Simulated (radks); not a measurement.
Question: Valence configurations of F (all share [He]). All-electron calculation, non-relativistic Kohn-Sham, PBEsol, spin-polarised, spherical densities, point nucleus; open shells are filled with parallel spins first. Program: a radial shooting solver on a logarithmic mesh with Libxc functionals. Order these by energy: 2s1 2p6; 2s2 2p5; 2s1.5 2p5.5.

Answer: From the lowest, in eV above it: 2s2 2p5 0.000; 2s1.5 2p5.5 9.265; 2s1 2p6 18.512. NIST lists [He] 2s2 2p5 as the ground configuration; this level of theory agrees among the configurations tried. The energies are those of spherical high-spin densities, not of single terms.
